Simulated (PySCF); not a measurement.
# Nuclear quadrupole coupling in `CC(C)[SiH2]CCl`

Species: C₄H₁₁ClSi.
Structure used (PBE0-D3(BJ)/def2-SVP), in Å, numbered top down from 1:
```xyz
17
C4H11ClSi angstrom
C      0.384    2.329    0.371
C      0.592    1.022   -0.393
C     -0.507    0.005   -0.082
Si     2.301    0.272   -0.060
C      3.679    1.512   -0.460
Cl     5.279    0.758   -0.175
H     -0.613    2.754    0.165
H      1.127    3.096    0.103
H      0.450    2.170    1.461
H      0.564    1.240   -1.477
H     -0.375   -0.934   -0.643
H     -1.502    0.406   -0.338
H     -0.524   -0.249    0.990
H      2.507   -0.943   -0.906
H      2.421   -0.109    1.381
H      3.642    1.837   -1.511
H      3.617    2.410    0.172
```

Field gradients from the PBE0/pcSseg-1 density (PySCF, non-relativistic), principal values in atomic units, ordered |Vxx| ≤ |Vyy| ≤ |Vzz|:

```csv
atom,Vxx,Vyy,Vzz
Cl6,-2.0224,-2.0983,4.1207
```

Q: Find the asymmetry η = (Vxx − Vyy)/Vzz and the couplings χ = eQV/h (234.96 MHz × Q in barn × V in au), with Q(35Cl) = −0.0817 b.

A: 
```tsv
atom	environment	nucleus	η	χzz (MHz)	χxx (MHz)	χyy (MHz)
Cl6	alkyl chlorine	35Cl	0.02	-79.10	38.82	40.28
```

The gradient is axial or nearly so (η below 0.05) at Cl6. 

Q: What is Vzz at Cl6 in SI units (1 au = 9.71736 × 10²¹ V/m²)?

A: 4.1207 au = 40.042 × 10²¹ V/m².

Q: And the gradient at the other heavy atoms, for which no coupling is worked out here?

A: 
```tsv
atom	environment	Vzz (au)	η
C1	methyl carbon	0.056	0.17
C2	sp3 carbon bound to silicon	-0.100	0.31
C3	methyl carbon	0.066	0.04
Si4	SiH2 silicon	0.148	0.42
C5	sp3 C–Cl carbon	0.501	0.26
```

Q: What couplings would deuterons (Q(2H) = 0.00286 b) have in place of the hydrogens, at this geometry?

A: 
```csv
atom,bonded to,bond length (Å),Vzz (au),η,χzz (kHz)
H7,C1,1.103,0.2885,0.02,194
H8,C1,1.101,0.2919,0.03,196
H9,C1,1.103,0.2870,0.02,193
H10,C2,1.106,0.2826,0.03,190
H11,C3,1.101,0.2901,0.03,195
H12,C3,1.103,0.2893,0.02,194
H13,C3,1.103,0.2873,0.03,193
H14,Si4,1.494,0.1403,0.02,94
H15,Si4,1.496,0.1400,0.02,94
H16,C5,1.100,0.2896,0.08,195
H17,C5,1.100,0.2899,0.08,195
```

The structure is a single PBE0-D3(BJ)/def2-SVP conformer in the gas phase; no vibrational or solvent corrections. With so small a basis the couplings can be 20 % off.
